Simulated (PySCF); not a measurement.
## Ga: ionisation energy

Ga [Ar] 3d10 4s2 4p1 (2P) → Ga⁺ [Ar] 3d10 4s2 (1S), as a difference of total energies. Calculation: PySCF 2.14, in cc-pVDZ-DK; the spin-free X2C one-electron Hamiltonian (Gaussian nucleus). Correlated levels: valence: [Ar] 3d10 frozen. The calculations carry no spin-orbit coupling.

```csv
method,ionisation energy (eV)
UHF,5.507
B3LYP,5.987
M06-L,5.679
MP2 (valence),5.650
SCS-MP2 (valence),5.629
CCSD (valence),5.708
CCSD(T) (valence),5.720
```

Problem. How much does correlation contribute at CCSD(T) (valence)?

Solution. 5.720 − (5.507) = 0.213 eV, measured against UHF.

Errors of the correlated levels include the incompleteness of this basis and the frozen core.

For comparison: 5.931 eV (measured; NIST levels, between the centres of gravity of the two terms).
